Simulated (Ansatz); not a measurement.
Q: Predict a relaxed structure of BMe2(hfac) (C₇H₇BF₆O₂), charge 0, singlet, at r2SCAN-D4/def2-SVP (Ansatz).

A: 
| atom | x (Å) | y (Å) | z (Å) |
| --- | --- | --- | --- |
| B1 | 0.5591 | 0.2326 | 1.1987 |
| C2 | -0.3714 | 0.4611 | 2.4643 |
| H3 | -1.4465 | 0.4089 | 2.2207 |
| H4 | -0.1818 | 1.4502 | 2.9132 |
| H5 | -0.1696 | -0.2939 | 3.2422 |
| C6 | 2.1398 | 0.2667 | 1.3395 |
| H7 | 2.6591 | 0.0871 | 0.3825 |
| H8 | 2.4878 | -0.4965 | 2.0552 |
| H9 | 2.4754 | 1.2462 | 1.7189 |
| O10 | 0.1472 | 1.2932 | 0.0959 |
| C11 | -0.3791 | 1.0015 | -1.0195 |
| C12 | -0.6899 | 2.2193 | -1.8897 |
| F13 | 0.4167 | 2.9356 | -2.0891 |
| F14 | -1.5932 | 2.9916 | -1.2818 |
| F15 | -1.1793 | 1.8525 | -3.0801 |
| C16 | -0.6748 | -0.2900 | -1.4535 |
| C17 | -0.3564 | -1.3280 | -0.5700 |
| C18 | -0.6491 | -2.7725 | -0.9876 |
| F19 | -0.3208 | -3.6359 | -0.0392 |
| F20 | 0.0394 | -3.0650 | -2.0999 |
| F21 | -1.9538 | -2.9050 | -1.2646 |
| O22 | 0.1678 | -1.1781 | 0.5687 |
| H23 | -1.1265 | -0.4815 | -2.4248 |
 This is one stationary point.
